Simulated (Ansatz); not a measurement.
What each rung costs, and what it gives

The pair of BCl₃ (SMILES ClB(Cl)Cl, atoms 1–4) and SF₆ (SMILES FS(F)(F)(F)(F)F, atoms 5–11), both closed shells, in one local arrangement (a lower one may exist), relaxed at PBE0-D4/def2-TZVP:

Cl1  (1.684, -0.217, -3.124)
B2  (0.015, 0.045, -2.721)
Cl3  (-1.085, -1.298, -2.659)
Cl4  (-0.555, 1.651, -2.383)
F5  (-0.852, 0.360, 2.817)
S6  (-0.009, -0.025, 1.557)
F7  (-1.312, -0.053, 0.691)
F8  (1.296, 0.001, 2.419)
F9  (0.837, -0.411, 0.293)
F10  (-0.199, -1.542, 1.890)
F11  (0.183, 1.491, 1.220)
(Å)

Interaction energies are counterpoise-corrected; the time is that of the whole pair.

Computed with Ansatz 0.2.0 (basis: as named in each row); correlated methods freeze the cores. B3LYP uses VWN-RPA correlation. Extrapolation: Hartree–Fock as exp(−7.88 √X), correlation as X^−2.97.

Times are rough, for one single point on 11 threads of a shared host (AMD EPYC 7R13), with one NVIDIA H100 (or a share of it) where marked.

The estimate by CCSD(T) at an estimated basis limit (MP2 extrapolated from triple and quadruple zeta, plus CCSD(T) − MP2 in triple zeta) is -6.9 kJ/mol.

```tsv
method	basis	time (s)	interaction energy (kJ/mol)	method less estimate
HF	STO-3G	under 1	0.6	7.5
PBE-D4	STO-3G	under 1	-11.5	-4.6
SPW92	def2-SVP	under 1	-4.6	2.4
PBE-D4	def2-SVP	under 1	-7.7	-0.8
B3LYP-D4	6-31G	under 1	-9.9	-3.0
PBE0-D4	def2-SVP	1	-7.7	-0.7
PBE-D4	def2-TZVPPD	2 (H100)	-8.4	-1.5
r2SCAN-D4	def2-TZVPPD	2 (H100)	-8.1	-1.1
PBE0-D4	def2-TZVPPD	2 (H100)	-8.1	-1.2
BLYP-D4	def2-TZVPPD	2 (H100)	-8.8	-1.9
B3LYP-D4	def2-TZVPPD	2 (H100)	-9.2	-2.2
HSE06-D4	def2-TZVPPD	2 (H100)	-7.9	-1.0
revPBE-D4	def2-TZVPPD	2 (H100)	-8.9	-2.0
B97M-V	def2-TZVPPD	2 (H100)	-7.3	-0.4
wB97X-V	def2-TZVPPD	2 (H100)	-8.4	-1.4
CCSD(T)	def2-SVP	2 (H100)	0.0	6.9
wB97M-V	def2-TZVPPD	2 (H100)	-8.0	-1.1
B2PLYP	def2-TZVPPD	3 (H100)	-0.4	6.5
wB97M-V	def2-SVP	3	-6.9	0.0
MP2	def2-QZVPPD	4 (H100)	-7.1	-0.1
CCSD(T)	def2-TZVPPD	34 (H100)	-5.8	1.1
```

The T1 diagnostic stays at or below 0.013.
